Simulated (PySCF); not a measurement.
A structure optimised at PBE-D3(BJ)/def2-SVP, used in a PySCF frequency run:

```xyz
4

Te     0.0000     0.0000     0.2523
F      0.0000     1.9914     0.1126
F      0.0000    -1.9914     0.1126
F      0.0000     0.0000    -1.6830
```
Charge 0, spin multiplicity 2.

Problem. Write its SMILES, formula and point group.

Solution. F[Te](F)F, F3Te, C2v

Problem. What are its rotational constants (standard atomic weights)?

Solution. 8.1112, 3.3540, 2.3728 GHz
